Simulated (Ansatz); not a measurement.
CH₆GeSSi (`[CH2]1[SiH2][S][GeH2]1`), relaxed with RKS PBE0-D4/def2-TZVP in the Gaussian-basis code of Ansatz from a PBE-D4/def2-SVP geometry. The force threshold is 0.005 eV/Å; the program also tests the step.

Charge 0, multiplicity 1.

Start:

```xyz
10

C    -0.017   -0.710    0.665
Si   -0.474   -0.662   -1.184
S     0.007    1.439   -1.513
Ge    0.495    1.207    0.700
H    -0.865   -0.939    1.340
H     0.828   -1.384    0.909
H     0.359   -1.583   -2.037
H    -1.924   -0.966   -1.454
H    -0.405    2.112    1.584
H     1.995    1.486    0.990
```

(1) By how much does the energy fall, and how many steps does the optimiser take? (An estimate is asked.)

(2) Which bonds change most? (Estimate.)

(3) Give the relaxed structure. (Estimate.)

Results:

(1) Ansatz gave: 0.04 eV, in 4 steps.

(2) Ansatz gave: Si2–S3 from 2.181 to 2.149 Å; S3–Ge4 from 2.279 to 2.248 Å; C1–Si2 from 1.906 to 1.883 Å.

(3) Computed: 
```xyz
10

C    -0.019   -0.711    0.662
Si   -0.467   -0.654   -1.165
S     0.006    1.417   -1.493
Ge    0.488    1.190    0.690
H    -0.855   -0.936    1.324
H     0.815   -1.372    0.899
H     0.358   -1.555   -2.012
H    -1.900   -0.948   -1.436
H    -0.401    2.095    1.560
H     1.974    1.473    0.971
```
